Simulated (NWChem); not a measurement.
System: HSO₄ anion

NWChem input:

```
start job
memory heap 200 mb stack 900 mb global 1100 mb
charge -1
geometry units angstroms noautoz
  O      0.890544    -0.162466     1.241799
  S      0.074004    -0.175453    -0.002418
  O      0.880470    -0.120759    -1.252440
  O     -1.061572    -1.122725    -0.012921
  O     -0.740546     1.331408     0.024141
  H     -0.033198     1.991139     0.011046
end
basis spherical
  O library def2-svpd
  S library def2-svpd
  H library def2-svpd
end
dft
  xc mn15
  iterations 150
  mulliken
end
task dft energy
```

Parts of the log:

```
             Northwest Computational Chemistry Package (NWChem) 7.3.0
             --------------------------------------------------------

 C1  symmetry detected

                             Geometry "geometry" -> ""
                             -------------------------

 Output coordinates in angstroms (scale by  1.889725989 to convert to a.u.)

  No.       Tag          Charge          X              Y              Z
 ---- ---------------- ---------- -------------- -------------- --------------
    1 O                    8.0000     0.71290106    -0.49206138     1.25353837
    2 S                   16.0000    -0.01106237    -0.15641120    -0.00272517
    3 O                    8.0000     0.76629750    -0.44078487    -1.23997094
    4 O                    8.0000    -1.43898260    -0.53928178    -0.04042587
    5 O                    8.0000    -0.11819783     1.55308942     0.02820659
    6 H                    1.0000     0.80085274     1.85488813     0.03281759

 Effective nuclear repulsion energy (a.u.)     270.1981207424

                                 NWChem DFT Module
                                 -----------------

 Summary of "ao basis" -> "ao basis" (spherical)
 ------------------------------------------------------------------------------
       Tag                 Description            Shells   Functions and Types
 ---------------- ------------------------------  ------  ---------------------
 O                         def2-svpd                 9       23   4s3p2d
 S                         def2-svpd                11       27   5s4p2d
 H                         def2-svpd                 4        8   2s2p

            General Information
            -------------------
          SCF calculation type: DFT
          Wavefunction type:  closed shell.
          No. of atoms     :     6
          No. of electrons :    50
           Alpha electrons :    25
            Beta electrons :    25
          Charge           :    -1
          Spin multiplicity:     1
          Use of symmetry is: off; symmetry adaption is: off
          Maximum number of iterations: 150
          AO basis - number of functions:   127
                     number of shells:    51
          Convergence on energy requested:  1.00D-06
          Convergence on density requested:  1.00D-05
          Convergence on gradient requested:  5.00D-04

              XC Information
              --------------
                         MN15 Method XC Functional
                     Hartree-Fock (Exact) Exchange  0.440
                          MN15 Exchange Functional  1.000
                        MN15 Correlation Potential  1.000

             Grid Information
             ----------------
          Grid used for XC integration:  medium
          Radial quadrature: Mura-Knowles
          Angular quadrature: Lebedev.
          Tag              B.-S. Rad. Rad. Pts. Rad. Cut. Ang. Pts.
          ---              ---------- --------- --------- ---------
          O                   0.60       49          10.0       434
          S                   1.00       88          10.0       590
          H                   0.35       45          11.0       434
          Grid pruning is: on
          Number of quadrature shells:   329
          Spatial weights used:  Erf1

      Superposition of Atomic Density Guess
      -------------------------------------

 Sum of atomic energies:        -696.62809861

 Renormalizing density from      49.00 to     50

      Non-variational initial energy
      ------------------------------

 Total energy =    -706.973155
 1-e energy   =   -1530.477639
 2-e energy   =     553.306363
 HOMO         =      -0.086723
 LUMO         =       0.212929

     ---------------------------------------------
      Total Density - Mulliken Population Analysis
     ---------------------------------------------

    Atom       Charge   Shell Charges
 -----------   ------   -------------------------------------------------------
    1 O    8     9.24   1.99  1.09  0.77  0.03  2.90  2.17  0.28  0.01  0.01
    2 S   16    12.73   2.00  1.98  0.83 -0.11 -0.03  5.89  1.05  0.85 -0.07  0.44 -0.10
    3 O    8     9.24   1.99  1.09  0.77  0.03  2.90  2.17  0.28  0.01  0.01
    4 O    8     9.25   1.99  1.09  0.77  0.04  2.89  2.16  0.28  0.01  0.01
    5 O    8     8.83   1.99  1.07  0.70  0.03  2.79  2.01  0.23  0.01  0.01
    6 H    1     0.72   0.60  0.06  0.05  0.01

   convergence    iter        energy       DeltaE   RMS-Dens  Diis-err
 ---------------- ----- ----------------- --------- --------- ---------
 d= 0,ls=0.0,diis     1   -698.5479095711 -9.69D+02  2.45D-02  3.96D+00
 d= 0,ls=0.0,diis     2   -698.3439421289  2.04D-01  1.42D-02  6.43D+00
 d= 0,ls=0.0,diis     3   -698.9279753482 -5.84D-01  2.46D-03  2.36D-01
 d= 0,ls=0.0,diis     4   -698.9456404417 -1.77D-02  9.05D-04  3.48D-02
 d= 0,ls=0.0,diis     5   -698.9485511405 -2.91D-03  2.56D-04  4.05D-03
  Resetting Diis
 d= 0,ls=0.0,diis     6   -698.9489110472 -3.60D-04  4.90D-05  4.13D-05
 d= 0,ls=0.0,diis     7   -698.9489153380 -4.29D-06  2.46D-05  5.54D-06
 d= 0,ls=0.0,diis     8   -698.9489147809  5.57D-07  1.53D-05  1.24D-05
 d= 0,ls=0.0,diis     9   -698.9489159247 -1.14D-06  2.69D-06  2.67D-07
 d= 0,ls=0.0,diis    10   -698.9489159508 -2.61D-08  9.77D-07  8.30D-09

         Total DFT energy =     -698.948915950830
      One electron energy =    -1510.980408682141
           Coulomb energy =      602.052593520902
    Exchange-Corr. energy =      -60.219221531974
 Nuclear repulsion energy =      270.198120742384

 Numeric. integr. density =       50.000004374293

                       DFT Final Molecular Orbital Analysis
                       ------------------------------------

 Vector   23  Occ=2.000000D+00  E=-1.685474D-01
              MO Center= -4.3D-01, -3.1D-01, -4.1D-02, r^2= 2.6D+00
   Bfn.  Coefficient  Atom+Function         Bfn.  Coefficient  Atom+Function
  ----- ------------  ---------------      ----- ------------  ---------------
    79      0.404062  4 O  py                82      0.288159  4 O  py
    56     -0.262471  3 O  py                 6     -0.244343  1 O  py
    78     -0.229259  4 O  px                59     -0.184069  3 O  py
     9     -0.171735  1 O  py               101      0.153690  5 O  px
    55     -0.135909  3 O  px                 5     -0.133182  1 O  px

 Vector   24  Occ=2.000000D+00  E=-1.541510D-01
              MO Center=  4.3D-01,  2.1D-03,  2.9D-02, r^2= 2.7D+00
   Bfn.  Coefficient  Atom+Function         Bfn.  Coefficient  Atom+Function
  ----- ------------  ---------------      ----- ------------  ---------------
     6      0.370712  1 O  py                56     -0.367501  3 O  py
   103     -0.331040  5 O  pz                 9      0.265253  1 O  py
    59     -0.262294  3 O  py               106     -0.231778  5 O  pz
     7      0.153266  1 O  pz                57      0.136776  3 O  pz
    80      0.136552  4 O  pz                83      0.103972  4 O  pz

 Vector   25  Occ=2.000000D+00  E=-1.316456D-01
              MO Center=  5.2D-02, -4.8D-01, -6.3D-03, r^2= 2.7D+00
   Bfn.  Coefficient  Atom+Function         Bfn.  Coefficient  Atom+Function
  ----- ------------  ---------------      ----- ------------  ---------------
    80      0.379715  4 O  pz                 5      0.341147  1 O  px
    55     -0.331434  3 O  px                83      0.275005  4 O  pz
     8      0.246092  1 O  px                58     -0.239138  3 O  px
    57     -0.215007  3 O  pz                 7     -0.200636  1 O  pz
    60     -0.156113  3 O  pz                10     -0.145684  1 O  pz

 Vector   26  Occ=0.000000D+00  E= 1.889099D-01
              MO Center=  9.3D-01,  1.6D+00,  2.8D-02, r^2= 8.1D+00
   Bfn.  Coefficient  Atom+Function         Bfn.  Coefficient  Atom+Function
  ----- ------------  ---------------      ----- ------------  ---------------
    28      4.089545  2 S  s                100     -1.844308  5 O  s
    27      1.789055  2 S  s                 54     -1.450803  3 O  s
     4     -1.431394  1 O  s                 39      0.970679  2 S  py
   108      0.736137  5 O  py                38      0.611575  2 S  px
    77     -0.539934  4 O  s                 63     -0.302160  3 O  pz

 Vector   27  Occ=0.000000D+00  E= 2.282724D-01
              MO Center= -4.1D-01, -1.6D+00, -3.2D-02, r^2= 1.1D+01
   Bfn.  Coefficient  Atom+Function         Bfn.  Coefficient  Atom+Function
  ----- ------------  ---------------      ----- ------------  ---------------
    39      2.482930  2 S  py                28     -2.045651  2 S  s
    77      2.041705  4 O  s                 27     -1.463892  2 S  s
   100     -1.174121  5 O  s                 38      0.915201  2 S  px
     4      0.838084  1 O  s                 54      0.808509  3 O  s
    84      0.544318  4 O  px                36      0.465749  2 S  py

 Vector   28  Occ=0.000000D+00  E= 2.374136D-01
              MO Center= -9.1D-02,  1.0D-01,  6.8D-04, r^2= 1.5D+01
   Bfn.  Coefficient  Atom+Function         Bfn.  Coefficient  Atom+Function
  ----- ------------  ---------------      ----- ------------  ---------------
    38      3.248276  2 S  px                77      1.771623  4 O  s
    54     -1.190966  3 O  s                  4     -1.119306  1 O  s
    39     -1.016892  2 S  py               100      0.739980  5 O  s
   107     -0.661965  5 O  px                35      0.557395  2 S  px
   108     -0.553795  5 O  py                11     -0.463786  1 O  px

     ---------------------------------------------
      Total Density - Mulliken Population Analysis
     ---------------------------------------------

[...]
```

Level: MN15/def2-SVPD. Geometry: optimised at B3LYP/def2-SVPD. Not confirmed as a minimum by frequencies.
